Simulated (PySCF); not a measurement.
CH₉BNP.
Numbering: `[CH3:1][NH2+:2][BH2-:3][PH2:4]` (hydrogens: H5, H6, H7 on C1; H8, H9 on N2; H10, H11 on B3; H12, H13 on P4)

Level of theory: PySCF 2.14.0, PBE0-D3(BJ)/def2-SVP geometry optimisation, gas phase.

(1) What internal coordinates does the optimisation give?

Results:

(1) 
```
               bond  length (Å)
              C1–N2       1.467
              N2–B3       1.627
              B3–P4       1.981
C1–H5, C1–H6, C1–H7       1.098
       N2–H8, N2–H9       1.023
     B3–H10, B3–H11       1.223
     P4–H12, P4–H13       1.426
```

Bonds in one row agree within 0.01 Å and their mean is given. A selection of angles:
```
     angle  degrees
  N2–C1–H5    108.5
  N2–C1–H7    111.7
  H5–C1–H6    108.1
  H5–C1–H7    109.9
  C1–N2–B3    114.9
  C1–N2–H8    110.8
  C1–N2–H9    110.0
  B3–N2–H8    107.3
  H8–N2–H9    105.1
  N2–B3–P4    105.1
 N2–B3–H10    105.9
 P4–B3–H10    116.8
 P4–B3–H11    109.3
H10–B3–H11    113.4
 B3–P4–H12    101.4
 B3–P4–H13     98.0
H12–P4–H13     94.4
```

Torsions: C1–N2–B3–P4 172° (antiperiplanar). The mirror-image conformer, all signs reversed, is as good.

N2 (nitrogen bonded to B, C and 2 H) is distorted tetrahedral (angles from 105.1° to 114.9°). P4 (three-coordinate phosphorus) is pyramidal (angles 101.4°, 98.0° and 94.4°, sum 293.8°, 0.77 Å off the plane of its three neighbours). B3 (four-coordinate boron) is distorted tetrahedral (angles from 105.1° to 116.8°).

No frequency check. One conformer, not necessarily the lowest (C1–N2–B3–P4 172°, N2–B3–P4–H 105° and -159°).
